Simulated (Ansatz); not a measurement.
Born–Oppenheimer molecular dynamics of H9NSi3 (13 atoms, charge 0, multiplicity 1). It goes on from the last frame of an earlier run, with new velocities.

Computed with RKS PBE/6-31G in Ansatz.

```json
{
  "ensemble": "NVE (velocity Verlet)",
  "time step": "0.5 fs",
  "steps asked": "100",
  "starting velocities drawn for": "1000 K",
  "seed": "646241"
}
```

First frame:

```xyz
13
Properties=species:S:1:pos:R:3
Si -0.040 0.019 0.286
N 0.336 -0.530 1.952
H 0.182 0.148 2.692
H 0.607 -1.440 2.356
Si 2.044 0.100 -0.757
H 2.639 -1.241 -0.967
H 1.763 1.118 -1.932
H 3.037 0.905 0.024
H -0.652 1.342 0.413
Si -1.220 -1.788 -0.879
H -2.633 -2.003 -0.571
H -0.825 -1.335 -2.310
H -0.256 -2.923 -0.396
```

Q: What does the run give?

A: All steps were run.

```json
{"steps done": "100", "time covered": "50 fs", "mean temperature over the second half": "696 K", "spread of the potential energy over the second half": "13.7 meV per atom", "mean potential energy of the second half above the start": "33.4 meV per atom"}
```

The conserved energy stayed within 0.32 meV per atom of its start (net change 0.023 meV per atom), so the integration is sound. A run of 0.05 ps of so small a system gives no equilibrium averages. Limits of this set-up: no polarisation functions.

Q: What happens to the structure?

A: The same pairs are bonded in the first frame and the last. Pairs count as bonded within 1.25 times the sum of covalent radii (0.12 Å more for H–H). Another seed would give other details.

Q: How do temperature and energy run in time?

A: 
| time (fs) | T (K) | potential energy less start (eV) | conserved less start (meV/atom) |
| --- | --- | --- | --- |
| 0 | 1000 | 0.000 | 0.00 |
| 4 | 655 | 0.494 | 0.27 |
| 8 | 758 | 0.344 | 0.06 |
| 12 | 508 | 0.704 | 0.30 |
| 16 | 839 | 0.230 | 0.09 |
| 20 | 784 | 0.310 | 0.22 |
| 24 | 851 | 0.212 | 0.06 |
| 28 | 534 | 0.666 | 0.30 |
| 32 | 845 | 0.221 | 0.00 |
| 36 | 561 | 0.627 | 0.27 |
| 40 | 814 | 0.265 | 0.00 |
| 44 | 520 | 0.687 | 0.32 |
| 48 | 893 | 0.153 | 0.07 |

The run took 5 min on 1 thread of Arm Neoverse V2, on a shared host, peak memory 0.12 GiB.
